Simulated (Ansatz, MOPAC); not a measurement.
Spectroscopic constants of LiO, multiplicity 2 (the spin of the measured ground state).

The constants come from a fifth-degree fit in 1/R (seven points, main isotopes). Runs in def2 and cc sets follow the lowest solution found near the PBE0 minimum.

Correlated levels freeze the inner cores; with def2 sets outer-core shells near the valence are correlated too. The state that AM1 reach isn't checked.

Codes used: Ansatz (a first-principles code) with Gaussian orbitals; MOPAC for AM1 (differences of heats of formation). Each number belongs to the level named beside it.

D_e counts from each atom's lowest state at the same level, without counterpoise or zero-point energy.

```csv
level,r_e (Å),ω_e (cm⁻¹),ω_e x_e (cm⁻¹),D_e (eV),dipole (D)
AM1,1.726,842,3.7,-,-
B97M-V/def2-TZVPP,1.687,?,7.4,3.64,6.36
BHLYP/def2-TZVPP,1.669,855,6.9,3.33,6.53
wB97X-V/def2-TZVPP,1.691,824,6.7,3.61,6.52
CCSD/def2-TZVPP,1.690,829,6.9,3.26,-
CCSD(T)/aug-cc-pVTZ,1.713,790,6.8,3.52,-
CCSD(T)/def2-TZVPP,1.694,822,6.9,3.34,-
CCSD(T)/def2-QZVPP,?,?,6.8,3.56,-
```

Complete the blanks.


- CCSD(T)/def2-QZVPP, r_e (Å): 1.698
- CCSD(T)/def2-QZVPP, ω_e (cm⁻¹): 806
- B97M-V/def2-TZVPP, ω_e (cm⁻¹): 825

Measured for the ground state: r_e 1.688 Å [NIST CCCBDB]. ω_e 814.62 cm-1, ω_e x_e 7.78 cm-1, B_e 1.2128 cm-1, α_e 0.017899 cm-1 [Irikura, J. Phys. Chem. Ref. Data 36, 389 (2007)]. D_0 3.49 ± 0.065 eV (a handbook's tabulated 298 K bond energy less 3RT/2; such tables hold older values) [Luo, bond dissociation energies, CRC Handbook]. dipole 6.84 D [compilation of Liu, Meijer and Pérez-Ríos].
